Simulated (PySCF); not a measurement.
A structure optimised at B3LYP-D3(BJ)/def2-SVP, used in a PySCF frequency run:

```xyz
5

Ge     0.0000     0.0000     0.6690
I     -2.0765    -1.1988    -0.1485
I      0.0000     2.3977    -0.1485
I      2.0765    -1.1988    -0.1485
H      0.0000     0.0000     2.2076
```
Charge 0, spin multiplicity 1.

Question: Write its SMILES, formula and point group.

Answer: [I][GeH]([I])[I], GeHI3, C3v

Question: What are its rotational constants (standard atomic weights)?

Answer: 0.44328, 0.44328, 0.23091 GHz
